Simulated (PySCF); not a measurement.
silacyclobutane (C₃H₈Si), SMILES C1C[SiH2]C1. Geometry optimised at B3LYP-D3(BJ)/def2-SVP.

The numbers are results of B3LYP-D3(BJ)/def2-SVP in PySCF 2.14.0, not measurements.

Harmonic wavenumbers (cm⁻¹): 149, 412, 504, 541, 641, 672, 744, 815, 825, 892, 921, 957, 964, 981, 1081, 1152, 1208, 1238, 1288, 1415, 1432, 1470, 2201, 2209, 3033, 3056, 3057, 3084, 3126, 3126. Rotational constants (GHz): 8.794, 6.140, 4.159; symmetry number 1.

Question: Work out the zero-point energy and the ideal-gas rigid-rotor harmonic-oscillator thermochemistry at 298.15 K and 1 atm.

Answer: ZPE = ½ Σ hcν = ½ × 43192 cm⁻¹ = 61.75 kcal/mol. H − E(el) = 65.50 kcal/mol. Entropy in cal/(mol K): translation 38.75, rotation 24.77, vibration 7.04, total 70.56. G − E(el) = 44.46 kcal/mol. Cp = 21.10 cal/(mol K). Modes under 150 cm⁻¹ make the vibrational entropy uncertain.
